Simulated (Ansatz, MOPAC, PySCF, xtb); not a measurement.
Dimer: AsH3 (SMILES [AsH3]) (first 4 atoms) with HBr (SMILES Br); geometry from B3LYP-D3(BJ)/def2-TZVP, rigid monomers moved along the line of their centres of mass till As1···H6 is 2.33 Å.
(charge 0, multiplicity 1):
```xyz
6

As    -0.246    -0.200     0.144
H     -0.931     0.733    -0.842
H     -0.416    -1.419    -0.748
H      1.145     0.109    -0.387
Br    -1.062    -0.238     3.827
H     -0.751    -0.223     2.421
```

Monomers are frozen at their geometry in the pair; levels with a basis set take the counterpoise correction. Rows marked so take none.

Rows in 3-21G carry no dispersion term and start afresh at each structure; the Pople sets are all-electron and without relativity. The state that AM1 reach isn't checked.

Run with Ansatz (a first-principles code) with Gaussian orbitals; MOPAC for AM1 (differences of heats of formation); PySCF for 3-21G rows; xtb for the GFN methods. 

### Question
One of these levels gives -3.00 kcal/mol for the interaction energy. Name it.
A. B3LYP/3-21G (no counterpoise)
B. GFN2-xTB
C. AM1
D. HF/aug-cc-pVTZ

### Answer
A, B3LYP/3-21G (no counterpoise). The others give -1.64 (AM1), -0.48 (GFN2-xTB), 2.55 (HF/aug-cc-pVTZ)
